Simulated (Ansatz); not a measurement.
BH₉Si₃, SMILES `B[SiH]([SiH3])[SiH3]`. Charge 0, multiplicity 1.

```xyz
13

B    -2.055    0.624    0.276
Si   -0.507   -0.598    0.018
Si    0.620    0.028   -1.941
Si    1.038   -0.209    1.739
H    -1.852    1.803    0.327
H    -3.182    0.243    0.382
H    -0.833   -2.052   -0.038
H     1.040    1.450   -1.826
H    -0.247   -0.118   -3.141
H     1.829   -0.818   -2.126
H     0.455   -0.505    3.076
H     2.240   -1.065    1.548
H     1.454    1.219    1.706
```

**Question.** What are the harmonic wavenumbers in cm⁻¹ at PBE0-D4/def2-TZVP (Ansatz, finite differences of forces, unscaled)? (An estimate is asked.)

**Answer.** Computed: 49, 80, 87, 99, 129, 193, 385, 433, 445, 457, 491, 557, 604, 665, 698, 772, 850, 885, 906, 934, 938, 939, 943, 1163, 2195, 2211, 2214, 2222, 2224, 2225, 2229, 2585, 2675.

**Question.** Is this a minimum?

**Answer.** Yes, all 33 modes are real.

**Question.** Give the ideal-gas thermochemistry at 298.15 K and 1 bar (rigid rotor, harmonic oscillator; point group Cs, symmetry number 1).

**Answer.** Zero-point energy 206.3 kJ/mol; H(298) − E = 234.0 kJ/mol; entropy 400.8 J/(mol·K), of which translation 166.8, rotation 116.4, vibration 117.6; G(298) − E = 114.5 kJ/mol. Modes under 100 cm⁻¹ are hindered rotations or soft bends, so the harmonic entropy is rough.
